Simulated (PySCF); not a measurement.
## Stationary points of SnBr₂

Level of theory: PySCF, PBE0, basis Sn def2-TZVP with ECP28, Br def2-TZVP (scalar-relativistic core potentials, no spin–orbit coupling, density fitting).

Relaxations began from a few typed shapes. The search is not exhaustive: other isomers or separated fragments can lie lower, and high-lying points may rest on an excited occupation.

```csv
spin,group,bonds,angles,imaginary modes (cm⁻¹),ΔE (kJ/mol),ΔE with ZPE (kJ/mol)
singlet,C2v,Sn–Br 2.519 Å (×2),Br–Sn–Br 99.5°,none,0.0,0.0
singlet,D∞h,Sn–Br 2.650 Å (×2),Br–Sn–Br 180.0°,"93i, 93i",122.2,–
```

The lowest minimum found is the singlet C2v: Sn–Br 2.519 Å (×2); Br–Sn–Br 99.5°.

Counting electrons, tin keeps 2 of its valence electrons outside its bonds, so the VSEPR class is AX2E1 and the expected shape is bent (C2v), as computed.
